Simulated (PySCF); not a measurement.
## Sulfur: a sound run and one with changed settings

Sound run: S⁺ [Ne] 3s2 3p3, S²⁺ [Ne] 3s2 3p2. All numbers are calculated (PySCF 2.14, the non-relativistic Hamiltonian (point nucleus), in def2-TZVP). The sound run starts from symmetry-adapted Hartree-Fock orbitals and uses a fine grid where one is needed.

A second run was set up differently.

```
species  method  sound run (hartree)  changed run (hartree)  converged
     S⁺     UHF           -397.16268             -397.16268        yes
     S⁺    BP86           -397.76075             -397.76075        yes
     S⁺  M06-2X           -397.71216             -397.71216        yes
    S²⁺     UHF           -396.32774             -396.32774        yes
    S²⁺    BP86           -396.90263             -396.90258        yes
    S²⁺  M06-2X           -396.85969             -396.86129        yes
```

Ionisation energy of S⁺:

```tsv
method	sound run (eV)	changed run (eV)
UHF	22.720	22.720
BP86	23.351	23.352
M06-2X	23.197	23.153
```

Question: What was changed?
A. basis contracted for another Hamiltonian
B. angular grid far too coarse
C. minimal basis
D. too few SCF iterations

Answer: B. It used 26 angular points. A coarse angular grid integrates products of high-l functions wrongly, so density functionals can shift, and the SCF can exploit the error; Hartree-Fock and MP2 need no grid.
